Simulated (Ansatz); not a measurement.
Geometry optimisation, Ansatz 0.2.0, RKS PBE0-D4/def2-SVP.

Input:

```yaml
crystal:
  periodic: [false, false, false]
  atoms:
    - { symbol: B, position_ang: [0.10306, 1.25933, -0.35144] }
    - { symbol: C, position_ang: [-0.28356, -0.24407, -0.28927] }
    - { symbol: "N", position_ang: [0.20817, -1.03059, 0.68722] }
    - { symbol: S, position_ang: [-1.29827, -0.936, -1.40926] }
    - { symbol: H, position_ang: [-0.3388, 1.92489, -1.19794] }
    - { symbol: H, position_ang: [0.83004, 1.69867, 0.45241] }
    - { symbol: H, position_ang: [-0.04759, -2.00624, 0.71688] }
    - { symbol: H, position_ang: [0.82694, -0.66599, 1.3914] }
basis:
  gaussian: { orbitals: def2-SVP }
hamiltonian:
  xc: pbe0
  dispersion: d4
relax:
  f_tol: 0.02
  max_steps: 40
```

Command:

```bash
$ ansatz run input.yaml --threads 1 --pin off --max-ram 2048MiB --backend cpu --events-out ev --progress --plain --runs-dir out
```

Q: Where does it end, and by what steps?

A: The run converged. After 15 steps the energy has fallen by 0.788 eV; H6 moved furthest, 1.38 Å. Joined: B1–S4.

```csv
step,energy less start (eV),largest force component (eV/Å),accepted
0,0.0000,1.264,yes
1,-0.0691,0.587,yes
2,-0.0788,0.078,yes
3,-0.0815,0.182,yes
4,-0.0905,0.409,yes
5,-0.1128,0.540,yes
6,-0.1511,0.965,yes
7,-0.2308,0.878,yes
8,-0.3742,0.663,yes
9,-0.5552,0.405,yes
10,-0.7183,0.425,yes
11,-0.7274,0.627,yes
12,-0.7579,0.722,yes
13,-0.7845,0.110,yes
14,-0.7883,0.029,yes
15,-0.7884,0.020,yes
```

```xyz
8
Properties=species:S:1:pos:R:3
B 0.069 1.183 -0.571
C -0.075 -0.272 -0.091
N 0.038 -1.099 0.920
S -0.535 -0.503 -1.676
H -0.835 1.957 -0.350
H 1.169 1.584 -0.879
H -0.172 -2.088 0.821
H 0.340 -0.762 1.826
```

Time of the run: 28 s on 1 CPU thread of a shared host.
